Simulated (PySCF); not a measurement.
**Spinor energies of Te³⁺ (tellurium, charge +3)**

Start: [Kr] 4d10 5s2 5p1; 5p3/2 filled at m_j = +3/2. Calculated with PySCF 2.14 in x2c-SVPall-2c with one added diffuse shell each of s, p type (7s9p4d, 54 functions): generalised Hartree-Fock with the X2C-1e Hamiltonian and a Gaussian nucleus; one run each with spin-orbit coupling (SO) switched off, then screened by Boettger's factors. This is a chosen level, not necessarily the ground level.

| spinor shell | electrons | ε, spin-free (eV) | ε, screened SO (eV) | weight of nominal j (screened SO) | rms radius, screened SO (bohr) |
| --- | --- | --- | --- | --- | --- |
| 1s1/2 | 2 | -32001.8 | -31998.7 | 1.000 | 0.0319 |
| 2s1/2 | 2 | -5032.4 | -5031.5 | 1.000 | 0.130 |
| 2p1/2 | 2 | -4515.2 | -4706.2 | 1.000 | 0.112 |
| 2p3/2 | 4 | -4515.2 | -4428.7 | 1.000 | 0.117 |
| 3s1/2 | 2 | -1069.6 | -1069.5 | 1.000 | 0.343 |
| 3p1/2 | 2 | -897.19 | -933.86 | 1.000 | 0.335 |
| 3p3/2 | 4 | -897.19 | -880.57 | 1.000 | 0.347 |
| 3d3/2 | 4 | -636.85 | -643.27 | 1.000 | 0.320 |
| 3d5/2 | 6 | -636.85 | -632.47 | 1.000 | 0.323 |
| 4s1/2 | 2 | -225.35 | -225.40 | 1.000 | 0.816 |
| 4p1/2 | 2 | -169.24 | -176.19 | 1.000 | 0.860 |
| 4p3/2 | 4 | -169.24 | -166.20 | 1.000 | 0.884 |
| 4d3/2 | 4 | -84.685 | -85.605 | 0.988 | 1.04 |
| 4d5/2 | 6 | -84.685 | -84.180 | 0.992 | 1.05 |
| 5s1/2 | 2 | -46.620 | -46.665 | 1.000 | 2.08 |
| 5p3/2 | 1 | -36.373 | -35.991 | 1.000 | 2.43 |

```json
{"quantity": "E (hartree)", "spin-free": "-6787.30561", "screened SO": "-6789.13520"}
{"quantity": "M_J", "spin-free": "3/2", "screened SO": "3/2"}
{"quantity": "⟨J²⟩", "spin-free": "3.757", "screened SO": "3.757"}
{"quantity": "⟨L²⟩", "spin-free": "2.005", "screened SO": "2.023"}
{"quantity": "⟨S²⟩", "spin-free": "0.752", "screened SO": "0.769"}
```

Each row is a mean over spinors that exchange with the open shell spreads, by up to 2.601 eV (5s1/2).

Breit and QED terms are absent; they matter most for the inner s and p1/2 levels.

Densities and radii are taken from the X2C orbitals without a picture-change correction, which distorts them close to the nucleus.

Without spin-orbit coupling the j labels of p, d and f shells carry no meaning; the spin-free column gives the mean over the occupied spinors of each nl shell.
